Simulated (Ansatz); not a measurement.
System: trihydroxy(methyl)silane, CH6O3Si (charge 0, singlet). SMILES: C[Si](O)(O)O
Structure (B3LYP-D3(BJ)/def2-TZVP (Ansatz, an electronic-structure program) minimum search):
```xyz
11

Si     0.0232    -0.0146     0.0077
C     -1.7807     0.4005     0.0027
O      0.3469    -1.4613    -0.7007
O      0.9211     1.0656    -0.8622
O      0.4608    -0.0715     1.5894
H     -2.3532    -0.3806     0.5058
H     -2.1541     0.4941    -1.0184
H     -1.9716     1.3409     0.5239
H      0.7816    -1.4350    -1.5566
H      0.9159     1.9864    -0.5914
H      1.3104    -0.4678     1.8005
```

Wanted: vertical triplet-singlet gap (E(triplet) - E(singlet); each state is the SCF solution reached for its spin), in kJ/mol. Cores are frozen in the correlated levels unless marked. UHF or UKS for open shells. No spin-orbit coupling. No relativistic terms. CBS(X,Y): correlation extrapolated as X^-3; Hartree-Fock from the larger set. [CCSD(T)-MP2]/basis is that difference in the basis named.

```tsv
level	program	vertical triplet-singlet gap (kJ/mol)
HF/aug-cc-pV(D+d)Z	Ansatz	652.7
PBE/def2-TZVPD	Ansatz	627.7
```

Problem. Predict the RI-MP2/CBS(aug-cc-pV(T+d)Z,aug-cc-pV(Q+d)Z)+[CCSD(T)-MP2]/aug-cc-pV(T+d)Z result (Ansatz).

Solution. 760.0 kJ/mol, so PBE/def2-TZVPD differs from it by -132.3 kJ/mol.
